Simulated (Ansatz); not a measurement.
Li₃N⁺, relaxed as a doublet with UKS PBE0-D4/def2-TZVP in Ansatz, starting from the GFN2-xTB geometry. Force threshold 0.02 eV/Å.

The structure comes from a short search, and lower isomers may exist.

Start:

```xyz
4

Li    0.621   -1.054   -1.285
Li   -0.829    1.513   -0.415
Li    0.208   -0.459    1.701
N    -0.001    0.000   -0.001
```

| step | energy (eV) | largest force component (eV/Å) | SCF passes |
| --- | --- | --- | --- |
| 1 | -2095.8103 | 0.409 | 73 |
| 2 | -2095.8365 | 0.185 | 36 |
| 3 | -2095.8438 | 0.009 | 37 |

Force components are those of the run's own axes.

End:

```
atom   x (Å)   y (Å)   z (Å)
 Li1   0.637  -1.081  -1.319
 Li2  -0.851   1.552  -0.426
 Li3   0.214  -0.471   1.746
  N4   0.000   0.000   0.000
```

By distances, no bond broke or formed. The bond that changes most is Li2–N4, from 1.77 to 1.82 Å (atoms count from 1).

No frequencies were taken in this run, so the end may be a saddle point.

Run time 2.5 s (4 threads of Arm Neoverse V2 on a shared host).
